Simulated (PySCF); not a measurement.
## Circular dichroism: `CC#C[C@@H]1CC[C@H]1O`, C$_{7}$H$_{10}$O

Geometry:
```json
{"atom": "C1", "x (Å)": "3.578", "y (Å)": "-0.046", "z (Å)": "-0.646"}
{"atom": "C2", "x (Å)": "2.179", "y (Å)": "-0.097", "z (Å)": "-0.278"}
{"atom": "C3", "x (Å)": "1.027", "y (Å)": "-0.139", "z (Å)": "0.051"}
{"atom": "C4", "x (Å)": "-0.375", "y (Å)": "-0.180", "z (Å)": "0.385"}
{"atom": "C5", "x (Å)": "-1.227", "y (Å)": "-1.287", "z (Å)": "-0.278"}
{"atom": "C6", "x (Å)": "-2.284", "y (Å)": "-0.236", "z (Å)": "-0.645"}
{"atom": "C7", "x (Å)": "-1.280", "y (Å)": "0.880", "z (Å)": "-0.284"}
{"atom": "O8", "x (Å)": "-1.718", "y (Å)": "1.875", "z (Å)": "0.600"}
{"atom": "H9", "x (Å)": "3.979", "y (Å)": "0.948", "z (Å)": "-0.448"}
{"atom": "H10", "x (Å)": "3.695", "y (Å)": "-0.270", "z (Å)": "-1.706"}
{"atom": "H11", "x (Å)": "4.145", "y (Å)": "-0.775", "z (Å)": "-0.067"}
{"atom": "H12", "x (Å)": "-0.509", "y (Å)": "-0.147", "z (Å)": "1.468"}
{"atom": "H13", "x (Å)": "-1.553", "y (Å)": "-2.090", "z (Å)": "0.378"}
{"atom": "H14", "x (Å)": "-0.734", "y (Å)": "-1.712", "z (Å)": "-1.151"}
{"atom": "H15", "x (Å)": "-3.131", "y (Å)": "-0.237", "z (Å)": "0.040"}
{"atom": "H16", "x (Å)": "-2.646", "y (Å)": "-0.247", "z (Å)": "-1.671"}
{"atom": "H17", "x (Å)": "-0.805", "y (Å)": "1.321", "z (Å)": "-1.171"}
{"atom": "H18", "x (Å)": "-2.350", "y (Å)": "2.443", "z (Å)": "0.147"}
```

Computed, not measured: TDDFT PBE0/def2-SVPD circular dichroism and optical rotation, one conformer, gas phase in PySCF 2.14.0. Geometry: GFN2-xTB.

The molecule is flexible and this is one conformer; a measurement averages over conformers. States above about 7.0 eV (minus the energy of the highest occupied orbital) lie near or above the ionisation threshold and depend on the basis.

**Question.** Assign R or S to each stereocentre.

**Answer.** C4 S, C7 R.

**Question.** Which excitations and rotatory strengths does the calculation give?

**Answer.** Rotatory strengths R in 10⁻⁴⁰ esu² cm², velocity form and length form (origin at the centre of mass); f in length form.
| state | E (eV) | λ (nm) | f | R (velocity) | R (length) | main |
| --- | --- | --- | --- | --- | --- | --- |
| 1 | 6.45 | 192 | 0.0005 | -0.4 | -0.2 | HOMO→LUMO+3 0.31, HOMO→LUMO+2 0.14 |
| 2 | 6.60 | 188 | 0.003 | +9.2 | +7.8 | HOMO→LUMO 0.55, HOMO→LUMO+1 0.32 |
| 3 | 6.68 | 186 | 0.010 | +4.4 | +3.9 | HOMO−1→LUMO 0.46, HOMO−1→LUMO+1 0.44 |
| 4 | 6.70 | 185 | 0.010 | +2.5 | +2.8 | HOMO−1→LUMO+3 0.25, HOMO−1→LUMO+1 0.21 |
| 5 | 6.74 | 184 | 0.008 | -1.9 | -1.5 | HOMO→LUMO+1 0.26, HOMO−1→LUMO+2 0.21 |
| 6 | 6.80 | 182 | 0.007 | -19.4 | -17.9 | HOMO−2→LUMO 0.24, HOMO→LUMO+2 0.15 |
| 7 | 6.96 | 178 | 0.002 | -2.4 | -2.3 | HOMO−1→LUMO 0.35, HOMO−1→LUMO+1 0.25 |
| 8 | 7.12 | 174 | 0.002 | -4.8 | -5.4 | HOMO−2→LUMO 0.49, HOMO→LUMO 0.18 |

Among the states computed, the strongest CD band (largest |R|) is state 6. The largest dissymmetry factor in size, g = 4R/(D+G), with D and G the electric and magnetic dipole strengths, is -0.024 for state 6 (velocity form, f = 0.008), among bands with |R| over 0.5. The mirror image has the same energies and oscillator strengths and all R with the opposite sign.
